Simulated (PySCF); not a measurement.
Cartesian coordinates (Å):
```xyz
9

C     -1.2075     0.0765    -0.4604
C     -0.1516     0.3836     0.5660
O     -0.4116     0.8872     1.6350
Si     1.6834     0.0107     0.1577
H     -2.1889     0.3720    -0.0887
H     -1.2026    -0.9918    -0.6952
H     -0.9841     0.6073    -1.3907
H      1.8902    -1.1878    -0.7022
H      2.5148    -0.0205     1.3855
```
Charge 0, spin multiplicity 2.

### Question
What is the computed dipole moment, highest occupied spin orbital and total energy (PBE0-D4/def2-TZVP in PySCF 2.14.0)?

### Answer

```yaml
dipole_moment: 2.49 D
highest_occupied_spin_orbital: -6.33 eV
total_energy: -443.6459 Ha
```
